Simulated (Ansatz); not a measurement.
Input file for Ansatz (a quantum-chemistry and plane-wave program): U-PBE/def2-TZVPP on H2Zn (SMILES [ZnH2]), a point of a bond scan (R = 1.390 Å).

Ansatz 0.2 input:
```yaml
crystal:
  periodic: [false, false, false]
  atoms:
    - {symbol: Zn, position_ang: [0.00000000, 0.00000000, 0.00000000]}
    - {symbol: H, position_ang: [0.00000000, 0.00000000, 1.38964115]}
    - {symbol: H, position_ang: [-0.00000000, -0.00000000, -1.54404572]}
basis:
  gaussian:
    orbitals: def2-TZVPP
hamiltonian:
  xc: {name: PBE}
magnetization: {spin_polarized: true, initial_magnetization: 0}
```

Output:

```
WARN ansatz: RAYON_NUM_THREADS=1 ignored (pool sized by the plan → 1); use --threads N
Functional definition: PBE
integrals: 0.02 GiB planned
617 factors; their error is unknown
mean field: 0.24 GiB planned
mean field evaluation 1: about -48440.7196 eV, gradient 4.2e1 eV
mean field evaluation 2: about -48432.2997 eV, gradient 9.4e1 eV
mean field evaluation 4: about -48443.9634 eV, gradient 7.0e-1 eV
mean field evaluation 8: about -48443.9574 eV, gradient 4.0e-2 eV
mean field -48443.95744169 eV, -1780.2825994883 hartree, gradient 2.2e-5 eV, S^2 0.000000; 0 other end points of the search recorded, 0 dependent functions left out
reference -48443.95748049 eV, -1780.2826009144 hartree; 16, 16 occupied and 76, 76 virtual orbitals, 617 factors
Total energy: -48443.95748049 eV, -1780.2826009144 hartree
```

Self-consistency was reached.

Cost: very roughly 1.6 core-seconds.
